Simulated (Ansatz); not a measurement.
Mg₂F₂⁺, relaxed as a quartet with UKS r2SCAN-D4/def2-TZVP in Ansatz, starting from the r2SCAN-D4/def2-TZVP geometry of the charge +1 doublet. Force threshold 0.02 eV/Å.

In the quartet, F3 and F4 lie 1.94 Å apart (atoms count from 1), so these atoms are partly bonded to each other. At r2SCAN-D4/def2-TZVP a doublet of charge 1 lies 5.10 eV below the quartet, each at its own geometry. The structure comes from a short search, and lower isomers may exist.

Start:

| atom | x (Å) | y (Å) | z (Å) |
| --- | --- | --- | --- |
| Mg1 | 0.5828 | -1.3003 | 0.0481 |
| Mg2 | -0.5827 | 1.3003 | -0.0481 |
| F3 | 0.6299 | 0.2437 | -1.0434 |
| F4 | -0.6300 | -0.2437 | 1.0434 |

Problem. Estimate the energy that the relaxation releases and the steps that it takes.

Solution. 1.76 eV, in 6 steps; 20 s on 4 threads of Intel Xeon on a shared host. No frequencies were taken in this run, so the end may be a saddle point.

Problem. Does the start keep its bonding and symmetry?

Solution. By distances, no bond broke or formed, bridged metal pairs apart. The bond that changes most is Mg2–F3, from 1.89 to 2.12 Å (atoms count from 1). A close non-bonded pair moves further: F3–F4, from 2.49 to 1.94 Å. Metal–metal contacts that move far: Mg1–Mg2 2.85 to 3.76 Å. Point group D2h at the start, D2h at the end, both within 0.05 Å.

Problem. Predict the relaxed structure.

Solution. 
Cartesian coordinates in Å:
```
Mg 0.769 -1.715 0.063
Mg -0.769 1.715 -0.063
F 0.491 0.190 -0.813
F -0.491 -0.190 0.813
```
Bond lengths (bridged metal pairs left out): 4 × F–Mg 2.12 Å.
